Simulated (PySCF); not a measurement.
One entry of a table of gas-phase calculations, keyed by method. Lists by class give the value and the number of equivalent atoms.

```json
{
 "name": "SiCl3(SiMe3)",
 "formula": "C3H9Cl3Si2",
 "smiles": "C[Si](C)(C)[Si](Cl)(Cl)Cl",
 "charge": 0,
 "multiplicity": 1,
 "geometry_level": "PBE0-D3(BJ)/def2-SVP",
 "atoms_angstrom": [
  ["Si", 0.986, 1.717, 0.658],
  ["Cl", 0.993, 1.868, 2.721],
  ["Cl", 2.955, 1.719, 0.019],
  ["Cl", 0.089, 3.421, -0.1],
  ["Si", -0.119, -0.204, -0.067],
  ["C", 0.825, -1.673, 0.624],
  ["C", -1.869, -0.107, 0.606],
  ["C", -0.071, -0.148, -1.944],
  ["H", 0.356, -2.619, 0.311],
  ["H", 0.842, -1.645, 1.725],
  ["H", 1.866, -1.67, 0.267],
  ["H", -1.861, -0.063, 1.706],
  ["H", -2.381, 0.793, 0.232],
  ["H", -2.457, -0.987, 0.301],
  ["H", -0.594, 0.746, -2.317],
  ["H", 0.968, -0.111, -2.304],
  ["H", -0.556, -1.037, -2.378]
 ],
 "electronic_structure_code": "PySCF",
 "results": {
  "PBE0-D3(BJ)/def2-SVP geometry optimisation, gas phase": {
   "rotational_constants_GHz": [0.911, 0.63, 0.629]
  },
  "B3LYP/def2-SVPD ground state and vertical TDDFT (core frozen in the response)": {
   "dipole_D": 3.3,
   "homo_eV": -7.81,
   "lumo_eV": -0.53,
   "S1_eV": 6.43,
   "strongest_line_of_10_singlets_eV": 6.43,
   "T1_tda_eV": 5.79,
   "polarisability_au": 131.6,
   "r2_bohr2_about_centre_of_nuclear_charge": 2272.2,
   "singlets_eV_and_f": [
    [6.43, 0.132],
    [6.59, 0.058],
    [6.61, 0.058],
    [7.07, 0.007],
    [7.19, 0.0],
    [7.42, 0.005],
    [7.44, 0.002],
    [7.57, 0.025],
    [7.57, 0.019],
    [7.59, 0.024]
   ],
   "triplets_tda_eV": [5.79, 5.81, 5.99, 6.83]
  },
  "KT2/pcSseg-1 ground state and GIAO shieldings, non-relativistic": {
   "shift_vs_computed_TMS_C_by_class_ppm": [
    [-3.3, 3]
   ],
   "shift_vs_computed_TMS_H_by_class_ppm": [
    [0.26, 9]
   ],
   "shielding_other_nuclei_by_class_ppm": [
    ["Si", 311.2, 1],
    ["Si", 365.7, 1],
    ["Cl", 774.4, 3]
   ]
  },
  "delta-SCF UKS SCAN, pcX-2 on the ionised atom, pcseg-1 elsewhere, spin-free X2C; 2p3/2 from a spin–orbit splitting computed afterwards within the 2p shell": {
   "core_binding_eV": [
    ["Si2p3/2", 106.39, 1],
    ["Si2p3/2", 108.58, 1],
    ["Cl2p3/2", 205.99, 3],
    ["C1s", 290.36, 3],
    ["Si1s", 1846.16, 1],
    ["Si1s", 1848.67, 1],
    ["Cl1s", 2828.58, 3]
   ]
  }
 }
}
```

The rotational constants are those of a nearly prolate symmetric top. S1 lies 0.85 eV below the HOMO–LUMO gap; its leading configuration is HOMO→LUMO, weight 0.97. The principal polarisabilities are 128.9, 129.1 and 136.7 au; their mean is the isotropic value. With B = h/(8π²I), that is 505.379 GHz u Å² over I, the principal moments of inertia are 555.0, 802.1 and 803.5 u Å² (most abundant isotopes). In wavenumbers S1 is 51900 cm⁻¹ (1 eV = 8065.54 cm⁻¹).

 NMR classes are plain means over equivalent atoms (diastereotopic ones count apart unless rotation or inversion swaps them), as if these changed places fast; in this geometry the members of some classes differ.
